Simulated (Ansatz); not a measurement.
Z-matrix (Å, degrees):
```
Sn
Cl 1 2.351
O 1 1.958 2 105.4
B 1 2.242 2 104.9 3 -114.3
H 1 1.709 2 104.8 3 112.4
C 3 1.406 1 120.2 2 62.7
H 4 1.190 1 119.4 2 107.1
H 4 1.191 1 119.6 2 -70.6
H 6 1.094 3 108.2 1 173.4
H 6 1.097 3 112.0 1 -67.5
H 6 1.099 3 112.5 1 54.4
```

Charge 0, multiplicity 1. Sn takes the def2 core potential.

Task: List the B3LYP/def2-TZVPP orbital energies in eV (the Gaussian-basis code of Ansatz). (Estimate.)

Result: The calculation gave: Occupied: -2761.91, -520.17, -277.84, -256.64, -195.66, -195.53, -195.53, -185.32, -139.38, -94.31, -94.21, -94.16, -28.99, -28.59, -28.46, -28.43, -28.38, -26.42, -21.58, -18.14, -15.11, -13.64, -12.04, -11.86, -11.64, -10.63, -9.79, -9.07, -8.67, -8.07, -7.97, -7.52. Lowest empty: -3.39, -0.54, -0.30, 0.33, 1.36, 1.56, 2.22, 2.40.

B3LYP here is the variant with VWN-RPA as its local correlation; programs differ in this.
